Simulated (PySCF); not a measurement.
Name the molecule from its bond curve

A diatomic of charge -1 contains Zn. Its doublet curve at M06-2X in a double-zeta basis (no relativity, PySCF), in eV from the separated fragments:

R (Å), E (eV) and a bar:
```
    1.529     -0.893 ##############################
    1.600     -1.507 ##############
    1.671     -1.843 #####
    1.725     -1.967 #
    1.778     -2.013 
    1.831     -2.001 
    1.903     -1.927 ##
    1.991     -1.783 ######
    2.098     -1.598 ###########
    2.240     -1.388 #################
```

The fit gives ωe = 621 cm⁻¹ and the rotational constant Bₑ = 0.4106 cm⁻¹.

**Question.** Which atom is the partner?

**Answer.** The minimum lies at 1.791 Å, so the reduced mass is 16.8576 u Å² cm⁻¹/(Bₑ·Re²) = 12.80 u. With Zn at 63.93 u the partner weighs about 16.0 u: O. The molecule is ZnO⁻.

The state was picked by a PBE0 search and need not be the measured ground state.
